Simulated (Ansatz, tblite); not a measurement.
Removing and adding an electron: Sn21SbH30, a doped nanocrystal cut from the lattice of tin (Sb on a surface site). The state is a doublet with charge 0. Geometry: PBE-D4/def2-SVP. Ansatz, gas phase; energy differences of separate SCF runs; the oxidised species was run as a singlet alone; the reduced species was run as a singlet alone.

Cartesian coordinates in Å:
```
Sn -3.3800 -3.1399 0.0917
Sn -2.1650 0.9282 4.1344
Sn -1.5353 -4.7496 -3.8000
Sn 1.0330 -4.5339 -0.0039
Sn 0.0144 -0.1027 0.2365
Sn 1.8608 -1.6372 -3.6293
Sn 2.1953 -0.4716 4.4143
Sn 1.2771 3.7533 5.1139
Sn 3.3379 2.6426 1.1455
Sn -2.5657 -0.2538 -3.5339
Sn 0.8299 2.8359 -3.1102
Sn -1.0454 4.1630 1.0109
Sn -1.5640 -5.0023 -0.9912
Sn -0.2149 -0.7345 2.9780
Sn -2.5962 -0.5597 -0.7323
Sn -1.1936 3.5436 3.7618
Sn -0.7501 -2.1491 -4.5714
Sn 1.8454 -1.9640 -0.8294
Sn 0.8754 2.5429 -0.2745
Sn 2.6674 1.0011 -4.2189
Sb 3.4160 2.0881 4.2694
Sn -1.7744 2.3908 -4.1179
H -4.9956 -3.5078 -0.4312
H -3.3673 -3.2243 1.8270
H -3.6898 0.7248 3.3278
H -2.4111 0.5944 5.8218
H -3.1111 -5.1049 -4.4424
H -0.4353 -5.9113 -4.4813
H 1.0444 -4.6126 1.7320
H 2.1245 -5.7556 -0.5840
H 2.9542 -2.7767 -4.3715
H 1.9820 -0.8417 6.0989
H 3.3977 -1.5641 3.7952
H 1.0429 3.4547 6.8102
H 1.9146 5.3649 4.9670
H 4.4058 1.4293 0.4630
H 4.1922 4.1540 0.8984
H -4.1470 -0.5670 -4.2010
H 1.3372 4.4565 -3.5203
H -2.6190 3.8766 0.3268
H -0.7090 5.8580 0.8183
H -2.0651 -6.6199 -0.5764
H -0.6755 -2.4144 3.1124
H -3.6366 0.6429 -0.0136
H -2.2295 4.6968 4.5680
H -0.7532 -2.0425 -6.3122
H 3.4185 -1.5871 -0.1782
H 4.2471 1.2890 -3.5526
H 2.7883 1.2242 -5.9397
H 4.1453 1.9774 5.8844
H -2.8769 3.5017 -3.3596
H -1.8407 2.6935 -5.8305
```

In the def2 sets Sb, Sn take a core potential; there is no spin–orbit coupling. The xTB rows come from tblite. Single mean-field runs in def2-TZVP are fitted with def2-universal-jkfit.

```tsv
level	−HOMO (eV)	vertical IE (eV)	−LUMO (eV)	vertical EA (eV)	HOMO–LUMO gap (eV)	IE − EA (eV)
GFN1-xTB	–	11.03	–	8.51	–	2.53
GFN2-xTB	–	11.22	–	8.95	–	2.28
PBE-D4/def2-TZVP	4.49	5.98	4.05	2.74	0.44	3.24
PBE0-D4/def2-TZVP	5.16	6.08	3.39	2.63	1.77	3.45
BHLYP-D4/def2-TZVP	5.75	6.07	2.65	2.50	3.09	3.58
```

   HOMO and LUMO are the levels of the spin that leaves or enters (xTB has no such levels and no spin-polarisation term). Other spin states of the ions may lie lower, which would lower the ionisation energy or raise the affinity. Raw xTB energy differences between charge states are shifted by several eV; the methods need an empirical correction for them. Sets without diffuse functions give affinities that are too small.
